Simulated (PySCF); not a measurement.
Species: C5H14OSi2.
Atom-mapped SMILES: `[CH3:1][CH:2]([CH3:3])[O:4][CH:5]1[SiH2:6][CH2:7][SiH2:8]1` (hydrogens: H9, H10, H11 on C1; H12 on C2; H13, H14, H15 on C3; H16 on C5; H17, H18 on Si6; H19, H20 on C7; H21, H22 on Si8)

Cartesian coordinates in Å at the PBE0-D3(BJ)/def2-SVP level; atoms count from 1:
```xyz
22
C5H14OSi2 angstrom
C     -2.1218    0.4090   -1.2357
C     -1.5276    0.5271    0.1593
C     -2.5863    0.5602    1.2413
O     -0.6717   -0.5545    0.4635
C      0.5440   -0.5666   -0.2127
Si     1.8500    0.8506   -0.1124
C      3.2119   -0.4741   -0.2152
Si     1.9265   -1.7367    0.3952
H     -2.8150    1.2397   -1.4348
H     -2.6754   -0.5384   -1.3298
H     -1.3443    0.4335   -2.0139
H     -0.9319    1.4665    0.2100
H     -3.1801   -0.3666    1.2170
H     -2.1147    0.6384    2.2311
H     -3.2653    1.4140    1.1022
H      0.4313   -0.7803   -1.3024
H      1.8384    1.8958   -1.1852
H      1.8413    1.5203    1.2248
H      4.1168   -0.3274    0.3900
H      3.5140   -0.6663   -1.2578
H      1.9724   -3.1133   -0.1891
H      1.9306   -1.8309    1.8859
```

The closed-shell ground state was solved at several levels (PySCF, density fitting, gas phase, non-relativistic).

```json
{"level": "CAM-B3LYP/def2-SVPD", "basis functions": "283", "total energy (Eh)": "-852.6434", "HOMO (eV)": "-8.35", "LUMO (eV)": "0.82", "gap (eV)": "9.17", "dipole (D)": "1.32"}
{"level": "PBE0/pcSseg-1", "basis functions": "220", "total energy (Eh)": "-852.5249", "HOMO (eV)": "-6.95", "LUMO (eV)": "0.06", "gap (eV)": "7.01", "dipole (D)": "1.26"}
```

Q: What might wB97X-D/pcSseg-1 (220 basis functions) give for the same quantities?

A: Total energy -852.9996 Eh, HOMO -8.80 eV, LUMO 1.81 eV, gap 10.61 eV, dipole 1.28 D.

Q: Over all these levels, which gives the widest orbital gap and which the narrowest?

A: wB97X-D/pcSseg-1 (range-separated hybrid) has the widest, 10.61 eV, and PBE0/pcSseg-1 (global hybrid, 25 % exact exchange) the narrowest, 7.01 eV. The two share the basis. From the narrowest to the widest the HOMO moves by -1.85 eV and the LUMO by +1.75 eV.

Q: How far do the dipole and the HOMO energy spread over the levels?

A: The dipole runs from 1.26 to 1.32 D (mean 1.29 D) and the HOMO from -8.80 to -6.95 eV.

One conformer stands for the species.

The pairwise dispersion term of wB97X-D wasn't added to the energies; at a given geometry it leaves orbitals and properties as they are.
